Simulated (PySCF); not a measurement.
One molecule, one basis, several functionals.

Species: tert-butyl acetate, C6H12O2.
Atom-mapped SMILES: `[CH3:1][C:2](=[O:3])[O:4][C:5]([CH3:6])([CH3:7])[CH3:8]` (hydrogens: H9, H10, H11 on C1; H12, H13, H14 on C6; H15, H16, H17 on C7; H18, H19, H20 on C8)

Cartesian coordinates in Å at the PBE0-D3(BJ)/def2-SVP level; atoms count from 1:
```
atom  x, y, z in Å
C1     2.7266    0.1421   -0.3048
C2     1.3661   -0.3916    0.0549
O3     1.1875   -1.4172    0.6614
O4     0.4018    0.4279   -0.3692
C5    -1.0049    0.1477   -0.1243
C6    -1.7079    1.3309   -0.7717
C7    -1.2778    0.1139    1.3748
C8    -1.4035   -1.1546   -0.8085
H9     3.3458   -0.6829   -0.6807
H10    3.2059    0.5208    0.6106
H11    2.6689    0.9514   -1.0417
H12   -2.7974    1.2352   -0.6596
H13   -1.4682    1.3806   -1.8438
H14   -1.3880    2.2726   -0.3025
H15   -0.7781   -0.7400    1.8482
H16   -2.3608    0.0343    1.5509
H17   -0.9224    1.0423    1.8467
H18   -0.8938   -2.0124   -0.3531
H19   -2.4903   -1.2998   -0.7202
H20   -1.1501   -1.1152   -1.8787
```

PySCF, pcSseg-1 basis, density fitting, gas phase, PBE0-D3(BJ)/def2-SVP geometry. One functional is left out:

```
functional  exact exchange (%)  HOMO energy (eV)  LUMO energy (eV)
     B97-D                   0             -6.01             -0.58
       LDA                   0             -6.18             -0.91
     B97-2                  21             -7.36              0.38
      PBE0                  25             -7.65              0.46
```

Q: Predict the row of mPW1PW91 (25 % exact exchange) by straight lines through the other rows, and check it.

A: 
```csv
property,line,computed,computed − line,"PBE0 (25 %), for comparison"
HOMO energy (eV),-7.63,-7.69,-0.06,-7.65
LUMO energy (eV),0.52,0.43,-0.09,0.46
```

Q: Which of these properties follows the share of exact exchange most closely, and which least?

A: Most closely the HOMO energy, least the LUMO energy; the correlations over the tabulated rows are HOMO energy -0.996, LUMO energy 0.978. The HOMO energy moves by -0.615 eV for every 10 %. Functionals with the same share still differ in their other parts: at 0 % B97-D and LDA differ by 0.17 eV in it.
